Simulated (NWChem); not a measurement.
System: diiodomethane (CH$_{2}$I$_{2}$); SMILES C(I)I

Here is an NWChem input.

```
start job
memory heap 200 mb stack 900 mb global 1100 mb
geometry units angstroms
  I      1.813414     0.000000     0.076257
  C      0.000000     0.000000    -1.056251
  I     -1.813414     0.000000     0.076257
  H      0.000000     0.902932    -1.674573
  H      0.000000    -0.902932    -1.674573
end
basis spherical
  * library def2-svp
end
ecp
  I library def2-ecp
end
dft
  xc becke88 lyp
  iterations 150
end
driver
  maxiter 120
end
task dft optimize
dft
  grid fine
  convergence energy 1d-8 density 1d-7
end
task dft freq numerical
```

Excerpt of the output:

```
             Northwest Computational Chemistry Package (NWChem) 7.3.0
             --------------------------------------------------------

 C2V symmetry detected

                             Geometry "geometry" -> ""
                             -------------------------

 Output coordinates in angstroms (scale by  1.889725989 to convert to a.u.)

  No.       Tag          Charge          X              Y              Z
 ---- ---------------- ---------- -------------- -------------- --------------
    1 I                   53.0000     1.81341400     0.00000000     0.09032200
    2 C                    6.0000     0.00000000     0.00000000    -1.04218600
    3 I                   53.0000    -1.81341400     0.00000000     0.09032200
    4 H                    1.0000     0.00000000     0.90293200    -1.66050800
    5 H                    1.0000     0.00000000    -0.90293200    -1.66050800

 Effective nuclear repulsion energy (a.u.)     615.2621377391

      Symmetry information
      --------------------

 Group name             C2v
 Group number             16
 Group order               4
 No. of unique centers     3

                                Z-matrix (autoz)
                                --------

 Units are Angstrom for bonds and degrees for angles

      Type          Name      I     J     K     L     M      Value
      ----------- --------  ----- ----- ----- ----- ----- ----------
    1 Stretch                  1     2                       2.13800
    2 Stretch                  2     3                       2.13800
    3 Stretch                  2     4                       1.09435
    4 Stretch                  2     5                       1.09435
    5 Bend                     1     2     3               116.02904
    6 Bend                     1     2     4               107.41491
    7 Bend                     1     2     5               107.41491
    8 Bend                     3     2     4               107.41491
    9 Bend                     3     2     5               107.41491
   10 Bend                     4     2     5               111.19382

                           NWChem Geometry Optimization
                           ----------------------------

 maximum gradient threshold         (gmax) =   0.000450
 rms gradient threshold             (grms) =   0.000300
 maximum cartesian step threshold   (xmax) =   0.001800
 rms cartesian step threshold       (xrms) =   0.001200
 fixed trust radius                (trust) =   0.300000
 source of zmatrix                         =   autoz

          -------------------
          Energy Minimization
          -------------------

 Using diagonal initial Hessian
 Scaling for Hessian diagonals: bonds = 1.00  angles = 0.25  torsions = 0.10

          --------
          Step   0

                                 NWChem DFT Module
                                 -----------------

 Summary of "ao basis" -> "ao basis" (spherical)
 ------------------------------------------------------------------------------
       Tag                 Description            Shells   Functions and Types
 ---------------- ------------------------------  ------  ---------------------
 I                          def2-svp                10       26   4s4p2d
 C                          def2-svp                 6       14   3s2p1d
 H                          def2-svp                 3        5   2s1p

      Symmetry analysis of basis
      --------------------------

        a1         29
        a2         10
        b1         22
        b2         15

            General Information
            -------------------
          SCF calculation type: DFT
          Wavefunction type:  closed shell.
          No. of atoms     :     5
          No. of electrons :    58
           Alpha electrons :    29
            Beta electrons :    29
          Charge           :     0
          Spin multiplicity:     1
          Use of symmetry is: on ; symmetry adaption is: on
          Maximum number of iterations: 150
          AO basis - number of functions:    76
                     number of shells:    32
          Convergence on energy requested:  1.00D-06
          Convergence on density requested:  1.00D-05
          Convergence on gradient requested:  5.00D-04

              XC Information
              --------------
                    Becke 1988 Exchange Functional  1.000
              Lee-Yang-Parr Correlation Functional  1.000

[...]

      ----------------------
      Optimization converged
      ----------------------

  Step       Energy      Delta E   Gmax     Grms     Xrms     Xmax
  ---- ---------------- -------- -------- -------- -------- --------
@    4    -634.53213180 -2.7D-08  0.00003  0.00002  0.00011  0.00029
                                     ok       ok       ok       ok

                                Z-matrix (autoz)
                                --------

 Units are Angstrom for bonds and degrees for angles

      Type          Name      I     J     K     L     M      Value     Gradient
      ----------- --------  ----- ----- ----- ----- ----- ---------- ----------
    1 Stretch                  1     2                       2.19159    0.00001
    2 Stretch                  2     3                       2.19159    0.00001
    3 Stretch                  2     4                       1.10031    0.00003
    4 Stretch                  2     5                       1.10031    0.00003
    5 Bend                     1     2     3               116.82308    0.00001
    6 Bend                     1     2     4               106.97621   -0.00000
    7 Bend                     1     2     5               106.97621   -0.00000
    8 Bend                     3     2     4               106.97621   -0.00000
    9 Bend                     3     2     5               106.97621   -0.00000
   10 Bend                     4     2     5               112.24750   -0.00000

                         Geometry "geometry" -> "geometry"
                         ---------------------------------

 Output coordinates in angstroms (scale by  1.889725989 to convert to a.u.)

  No.       Tag          Charge          X              Y              Z
 ---- ---------------- ---------- -------------- -------------- --------------
    1 I                   53.0000     1.86686724     0.00000000     0.09760674
    2 C                    6.0000     0.00000000     0.00000000    -1.05037939
    3 I                   53.0000    -1.86686724     0.00000000     0.09760674
    4 H                    1.0000     0.00000000     0.91352927    -1.66369605
    5 H                    1.0000     0.00000000    -0.91352927    -1.66369605

 Effective nuclear repulsion energy (a.u.)     598.9233806024

      Symmetry information
      --------------------

 Group name             C2v
 Group number             16
 Group order               4
 No. of unique centers     3

                Final and change from initial internal coordinates
                --------------------------------------------------

                                Z-matrix (autoz)
                                --------

 Units are Angstrom for bonds and degrees for angles

[...]

 Rotational Constants
 --------------------
 A=   0.744975 cm-1  (  1.071829 K)
 B=   0.019022 cm-1  (  0.027368 K)
 C=   0.018617 cm-1  (  0.026785 K)

 Temperature                      =   298.15K
 frequency scaling parameter      =   1.0000

 Zero-Point correction to Energy  =   16.257 kcal/mol  (  0.025907 au)
 Thermal correction to Energy     =   18.907 kcal/mol  (  0.030130 au)
 Thermal correction to Enthalpy   =   19.499 kcal/mol  (  0.031074 au)

 Total Entropy                    =   74.670 cal/mol-K
   - Translational                =   42.635 cal/mol-K (mol. weight = 267.8165)
   - Rotational                   =   26.815 cal/mol-K (symmetry #  =        2)
   - Vibrational                  =    5.219 cal/mol-K

 Cv (constant volume heat capacity) =   12.166 cal/mol-K
   - Translational                  =    2.979 cal/mol-K
   - Rotational                     =    2.979 cal/mol-K
   - Vibrational                    =    6.207 cal/mol-K

[normal modes left out]

 ----------------------------------------------------------------------------
 Normal Eigenvalue ||           Projected Infra Red Intensities
  Mode   [cm**-1]  || [atomic units] [(debye/angs)**2] [(KM/mol)] [arbitrary]
 ------ ---------- || -------------- ----------------- ---------- -----------
    1       -0.000 ||    0.000000           0.000         0.000       0.000
    2       -0.000 ||    0.000052           0.001         0.050       0.034
    3       -0.000 ||    0.000051           0.001         0.050       0.034
    4        0.000 ||    0.000027           0.001         0.026       0.018
    5        0.000 ||    0.000027           0.001         0.027       0.018
    6        0.000 ||    0.002055           0.047         2.003       1.356
    7      109.880 ||    0.000001           0.000         0.001       0.000
    8      449.139 ||    0.000248           0.006         0.242       0.164
    9      507.290 ||    0.094048           2.170        91.682      62.089
   10      684.399 ||    0.010173           0.235         9.917       6.716
   11      993.870 ||    0.000000           0.000         0.000       0.000
   12     1078.855 ||    0.116076           2.678       113.156      76.631
   13     1339.942 ||    0.000621           0.014         0.605       0.410
   14     3056.145 ||    0.000039           0.001         0.038       0.025
   15     3157.713 ||    0.003794           0.088         3.698       2.505
 ----------------------------------------------------------------------------
```

Level: BLYP/def2-SVP with def2 effective core potentials on I. def2 effective core potentials on I; no spin-orbit coupling.
